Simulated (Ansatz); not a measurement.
`FBF` + `O=C=[N][Al]([Cl])[Cl]` → `O=C=NBF` + `[F][Al]([Cl])[Cl]`  (redistribution)

Isolated molecules relaxed with PBE0-D4/def2-TZVP in Ansatz; ΔE leaves out vibrations. CCSD(T)/CBS is the MP2 limit (def2-TZVPP, def2-QZVPP) plus CCSD(T) − MP2 in def2-TZVPP, frozen cores. This one scheme is used for every species. DFT in def2-TZVPP. B3LYP here is the variant with VWN-RPA as its local correlation; programs differ in this. One conformer a species, not always the lowest.

| level | ΔE (kcal/mol) |
| --- | --- |
| B3LYP-D4 | 1.8 |
| B2PLYP | 1.9 |
| PBE-QIDH | 2.7 |
| PBE | 0.3 |
| r2SCAN | 1.4 |
| RPA@PBE/def2-TZVPP | 2.7 |
| HF/def2-SVP | 7.0 |
| MP2/def2-SVP | 4.6 |

(1) What does CCSD(T)/CBS give? (Estimate.)

Largest T1 diagnostic among the species: 0.016.

Results:

(1) Computed: +1.9 kcal/mol. The listed levels differ from it by -0.1, 0.0, 0.8, -1.6, -0.5, 0.8, 5.1, 2.7 kcal/mol.

From r2SCAN to r2SCAN0 (25 % exact exchange), in def2-TZVPP and without D4, ΔE moves by +0.9 kcal/mol. In def2-TZVPP, CCSD(T) changes the Hartree–Fock value by −1.8 kcal/mol (the triples alone add −0.3 kcal/mol) and MP2 by −2.1 kcal/mol.
